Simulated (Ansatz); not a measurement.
The cluster Al₆Ga⁺. Charge 1, multiplicity 3. Geometry PBE0-D4/def2-SVP, that of the neutral doublet; atoms count from 1.

Cartesian coordinates in Å:
```
Ga -1.340 -1.560 -0.110
Al -1.706 1.271 -0.165
Al -0.823 0.122 1.994
Al 2.303 0.014 -1.132
Al 1.015 -1.262 0.790
Al -0.239 -0.055 -1.820
Al 0.792 1.470 0.443
```

At PBE0-D4/def2-TZVP a singlet of charge 1 lies 0.74 eV below the triplet at the same geometry. The structure comes from a short search, and lower isomers may exist.

Estimate the Mulliken populations from the PBE0/def2-TZVP orbitals of Ansatz.


| atom | charge (e) | spin (α − β) |
| --- | --- | --- |
| Ga1 | 0.17 | 0.17 |
| Al2 | 0.16 | 0.22 |
| Al3 | 0.14 | 0.36 |
| Al4 | 0.17 | 0.61 |
| Al5 | 0.12 | 0.18 |
| Al6 | 0.12 | 0.16 |
| Al7 | 0.11 | 0.30 |
Mulliken values and Mayer orders depend strongly on the basis.

Where does the spin sit?

Summed by element: Ga 0.17, Al 1.83, of 2 unpaired in all. Largest on single atoms: Al4 0.61, Al3 0.36, Al7 0.30.

And the Mayer bond orders between bonded heavy atoms (over 0.3)?

Ga1–Al2 0.37 (2.86 Å); Ga1–Al3 0.44 (2.74 Å); Ga1–Al5 0.57 (2.54 Å); Ga1–Al6 0.59 (2.53 Å); Al2–Al3 0.62 (2.60 Å); Al2–Al6 0.62 (2.58 Å); Al2–Al7 0.56 (2.58 Å); Al3–Al5 0.58 (2.60 Å); Al3–Al7 0.52 (2.61 Å); Al4–Al5 0.56 (2.64 Å); Al4–Al6 0.57 (2.63 Å); Al4–Al7 0.61 (2.62 Å); Al5–Al7 0.42 (2.76 Å); Al6–Al7 0.36 (2.92 Å). Values over 0.3 also appear between atoms too far apart for a bond (Ga1–Al7 0.30 at 3.75 Å; Al2–Al5 0.31 at 3.84 Å; Al5–Al6 0.30 at 3.14 Å); they arise where an orbital or an unpaired electron spreads over both atoms.
